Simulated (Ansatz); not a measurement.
Isolated molecules relaxed with PBE0-D4/def2-TZVP in Ansatz; ΔE leaves out vibrations. CBS: MP2 limit from def2 TZ/QZ plus the TZ coupled-cluster correction, frozen cores. Elements past krypton have def2 core potentials. For Mo, Te outer-core shells are correlated without core-valence functions, which leaves a few kJ/mol of doubt a bond. Each species was taken in one conformer, which may not be the lowest.

Consider the substitution at a C–Te bond: `B[Te]C` + `C[N]=[Mo](=[O])([OH])[F]` → `C[N]=[Mo](=[O])([F])[O]C` + `B[TeH]`.

```json
{"species": "`B[Te]C`", "HF/def2-SVP energy (Eh)": "-332.39451"}
{"species": "`C[N]=[Mo](=[O])([OH])[F]`", "HF/def2-SVP energy (Eh)": "-411.10291"}
{"species": "`C[N]=[Mo](=[O])([F])[O]C`", "HF/def2-SVP energy (Eh)": "-450.09895"}
{"species": "`B[TeH]`", "HF/def2-SVP energy (Eh)": "-293.39148"}
```

(1) Work out ΔE.

Largest T1 diagnostic among the species: 0.022, so the coupled-cluster value is less sure than usual.

Answers

(1) ΔE = (-450.09895) + (-293.39148) − (-332.39451) − (-411.10291) = 0.00699 Eh = +0.19 eV. CCSD(T)/CBS gives +0.61 eV.

At CCSD(T), def2-SVP lies −0.37 eV from the extrapolated value and def2-TZVPP −0.08 eV. Leaving LDA and LC-ωPBE aside and taking each functional with its dispersion term where it has one, the values, not all of them listed here, spread over 0.10 eV, from CAM-B3LYP-D4 to PBE-QIDH. LDA lies −0.06 eV from PBE without D4.
